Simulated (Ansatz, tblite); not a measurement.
Removing and adding an electron: ReO3Br (ReBrO₃). Charge 0, multiplicity 1. Geometry: PBE0-D4/def2-SVP. Ansatz, gas phase; energy differences of separate SCF runs; the oxidised species was run as a doublet alone; the reduced species was run as a doublet alone.

```xyz
5

Re   -0.075   -0.034    0.106
O     0.931   -0.449    1.401
O    -1.055    1.266    0.561
O    -1.053   -1.358   -0.283
Br    1.252    0.575   -1.786
```

In the def2 sets Re takes a core potential; there is no spin–orbit coupling. The xTB rows come from tblite. HOMO above LUMO, or a gap near zero within one spin, warns that the state may not be the lowest or that an electron is smeared out.

| level | −HOMO (eV) | vertical IE (eV) | −LUMO (eV) | vertical EA (eV) | HOMO–LUMO gap (eV) | IE − EA (eV) | remarks |
| --- | --- | --- | --- | --- | --- | --- | --- |
| GFN1-xTB | 15.42 | 19.27 | 12.24 | 8.41 | 3.17 | 10.87 | – |
| GFN2-xTB | 13.45 | 16.82 | 10.89 | 7.75 | 2.56 | 9.08 | – |
| PBE-D4/def2-TZVP | 8.42 | 11.45 | 4.05 | – | 4.37 | – | gap within one spin near zero (+1 doublet) |
| PBE-D4/def2-TZVPD | 8.45 | – | 4.09 | 1.05 | 4.36 | – | HOMO above zero (-1 doublet), gap within one spin near zero (-1 doublet) |
| r2SCAN-D4/def2-TZVP | 8.81 | 11.71 | 4.08 | – | 4.73 | – | – |
| r2SCAN-D4/def2-TZVPD | 8.81 | – | 4.09 | 1.18 | 4.72 | – | HOMO above zero (-1 doublet) |
| PBE0-D4/def2-TZVP | 9.80 | 11.89 | 3.40 | – | 6.40 | – | – |
| PBE0-D4/def2-TZVPD | 9.81 | – | 3.43 | 1.47 | 6.38 | – | HOMO above zero (-1 doublet) |

   A HOMO above zero means that the electron is unbound at that level or that self-interaction error raises the level; the energy of removing that electron tells which. Raw xTB energy differences between charge states are shifted by several eV; the methods need an empirical correction for them.
